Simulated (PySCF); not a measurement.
Species: C5H12B2.
Z-matrix (Å and degrees, GFN2-xTB geometry), rows numbered from 1:
```
B 
C   1  1.5705
B   2  1.5708  1  103.55
C   2  1.5264  1  114.98  3  -126.08
C   4  1.5423  2  116.97  1  -173.49
C   5  1.5357  4   89.61  2   130.82
C   6  1.5356  5   89.52  4   -11.18
H   1  1.1692  2  120.32  3   104.94
H   1  1.1693  2  120.06  3   -74.43
H   2  1.0962  1  106.85  3   112.57
H   3  1.1694  2  120.06  1    74.48
H   3  1.1694  2  120.24  1  -105.20
H   4  1.0904  2  109.87  1    58.25
H   5  1.0881  4  116.07  2  -110.05
H   5  1.0890  4  112.54  2    16.04
H   6  1.0884  5  115.99  4  -130.06
H   6  1.0881  5  112.86  4   103.60
H   7  1.0880  4  116.22  2   109.58
H   7  1.0891  4  112.37  2   -16.45
```

The closed-shell ground state was solved at several levels (PySCF, density fitting, gas phase, non-relativistic).

```
          level  basis functions  HOMO (eV)  LUMO (eV)  gap (eV)  dipole (D)
  PBE0/pcSseg-1              179      -8.11      -2.27      5.84        0.57
B3LYP/def2-SVPD              236      -7.90      -2.50      5.40        0.66
    B3LYP/pcJ-1              309      -7.89      -2.48      5.41        0.58
```

(1) What might PBE0/def2-SVPD (236 basis functions) give for the same quantities?

(2) How far do the dipole and the HOMO energy spread over the levels?

Answers

(1) HOMO -8.10 eV, LUMO -2.28 eV, gap 5.82 eV, dipole 0.69 D.

(2) The dipole runs from 0.57 to 0.69 D (mean 0.63 D) and the HOMO from -8.11 to -7.89 eV.

One conformer stands for the species.
